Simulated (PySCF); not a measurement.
Species: sum formula Si2NH8 (charge +1, singlet). It need not be the lowest isomer of its formula. SMILES: [SiH3][NH2+][SiH3]
Geometry: optimised at B3LYP-D3(BJ)/def2-TZVP (Ansatz).

Dispersion corrections to the total energy (kcal/mol) from the dftd3 and dftd4 libraries through PySCF: D3(BJ) without and D4 with the three-body term, each with the damping fitted for the functional named.

| functional | D3(BJ) | D4 |
|---|---|---|
| B3LYP | … | -6.80 |
| PBE | -5.38 | … |
| HF | -41.79 | -14.87 |
| TPSS | -6.86 | -5.65 |
| revPBE | -13.29 | -12.65 |
| CAM-B3LYP | -4.41 | -3.57 |
| PBE0 | -4.73 | … |

### Question
What belongs in the gaps?

### Answer

- B3LYP, D3(BJ): -9.63
- PBE, D4: -4.19
- PBE0, D4: -3.52
